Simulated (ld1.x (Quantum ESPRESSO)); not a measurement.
# Configuration tests for lead (Pb) (TM)

ld1.x (Quantum ESPRESSO) 7.5 input, shortened:

```
&input
   title='Pb', zed=82., rel=2, dft='PZ', iswitch=3,
   config='[Xe] 4f14 5d10 6s2 6p2', rel_dist='average'
 /
 &inputp
   pseudotype=2, tm=.true., lloc=0,
   nlcc=.true.
 /
3
6P  2  1   2.00   0.00  2.00  2.00  0.0
5D  3  2  10.00   0.00  1.40  1.40  0.0
6S  1  0   2.00   0.00  1.95  1.95  0.0
 &test
   configts(1)='5d10 6s2 6p2'
 /
```

Open shells are filled in proportion to 2j + 1 (rel_dist='average').

Energies are relative to the spin-unpolarised reference configuration 5d10 6s2 6p2; without spin polarisation the order of configurations can differ from experiment.

```csv
valence configuration,charge,ΔE all-electron (eV),error AE − PS (meV)
5d10 6s2 6p1,+1,6.958,+0.4
5d10 6s1 6p0,+3,53.752,-18
5d10 6s0 6p0,+4,96.933,-68
5d10 6s1 6p2,+1,16.375,+1.7
5d10 6s2 6p1.5,+0.5,2.669,+0.2
```

**Question.** What are ΔE and the potential's error for 5d9 6s2 6p3?

**Answer.** ΔE = 19.015 eV all-electron; the error (AE − PS) is -146 meV.

**Question.** What are ΔE and the potential's error for 5d10 6s2 6p0?

**Answer.** ΔE = 20.881 eV all-electron; the error (AE − PS) is -3.1 meV.

Levels in the configuration 5d10 6s1 6p0:

| level | all-electron (eV) | pseudo (eV) |
| --- | --- | --- |
| 5d j=3/2 | -51.273 | -51.192 |
| 5d j=5/2 | -48.589 | -48.520 |
| 6s j=1/2 | -37.959 | -37.987 |
